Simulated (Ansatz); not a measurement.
The same path of H4O2Sn (7 atoms, charge 0, multiplicity 1) was run twice with different band settings. Lost on the way: Sn1–H2, Sn1–H3. Made: H2–H3.

Level of theory: Ansatz, RKS PBE-D4/def2-SVP.

Relaxed end points:

```xyz
7
Properties=species:S:1:pos:R:3
Sn 0.216 -0.037 0.274
H 0.323 0.041 1.994
H 1.669 0.073 -0.649
O -1.079 1.446 -0.141
H -1.207 1.511 -1.107
O -0.570 -1.771 -0.376
H -1.398 -1.959 0.107
```

```xyz
7
Properties=species:S:1:pos:R:3
Sn -0.297 -1.110 -1.357
H 1.487 1.495 0.883
H 2.038 1.738 1.367
O -0.242 0.696 -0.441
H -0.953 0.714 0.235
O -1.876 -1.664 -0.200
H -2.203 -2.566 -0.384
```

Common settings: movable images 7; climbing image yes; optimiser quadratic models (default); start path through a guess of the saddle point; force threshold 0.05 eV/Å; iteration limit 60; end points relaxed.

| run | spring |
| --- | --- |
| 1 | 5.0 eV/Å² |
| 2 | 50.0 eV/Å² |

(1) What does each run give, and how far can it be trusted?

## Answers

(1) Run 1: converged after 42 iterations, highest image 2.397 eV above the first end. The profile has 2 maxima (images 2, 6) with wells between them (image 5): this band takes more than one step, which may be the mechanism or a detour left from its start path. Neighbouring images differ by up to 2.8 eV, so the band resolves the path poorly. A vibrational analysis at the climbing image gives one clearly imaginary mode, 1210i cm⁻¹: a first-order saddle point.
Run 2: converged after 25 iterations, highest image 2.397 eV above the first end. Neighbouring images differ by up to 2.6 eV, so the band resolves the path poorly. Another band between the same ends (7 images) ends at a top of the same energy, where a vibrational analysis finds 1 clearly imaginary mode.
The orbitals stay closed-shell, which can raise the energy where a bond breaks towards radicals; this wasn't checked here.
